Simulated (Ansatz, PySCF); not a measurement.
Pair of molecules: NH3 (SMILES N) (first 4 atoms) with H2Se (SMILES [SeH2]); geometry from B3LYP-D3(BJ)/def2-TZVP, rigid monomers moved along the line of their centres of mass till N1···H7 is 3.01 Å.
(charge 0, multiplicity 1):
```xyz
7

N     -0.068    -0.198     0.016
H     -0.979    -0.306    -0.415
H      0.383     0.601    -0.415
H      0.479    -1.022    -0.208
Se    -0.450     0.307     4.467
H      0.878     0.927     4.588
H     -0.300     0.155     2.996
```

Monomers are frozen at their geometry in the pair; levels with a basis set take the counterpoise correction. Rows marked so take none.

Rows in 3-21G carry no dispersion term and start afresh at each structure; the Pople sets are all-electron and without relativity.

The values were computed with Ansatz (Gaussian basis) for Hartree–Fock, density functionals and correlated methods; PySCF for 3-21G rows, the dispersion terms. Each number belongs to the level named beside it.

One of these levels gives -75.0 meV for the interaction energy. Name it.
A) B3LYP/3-21G (no counterpoise)
B) HF/3-21G (no counterpoise)
C) r2SCAN/def2-TZVPPD
D) PBE-D3(BJ)/def2-TZVPPD

C, r2SCAN/def2-TZVPPD. The others give -109.4 (HF/3-21G (no counterpoise)), -95.9 (PBE-D3(BJ)/def2-TZVPPD), -150.2 (B3LYP/3-21G (no counterpoise))

Ansatz is an electronic-structure program.
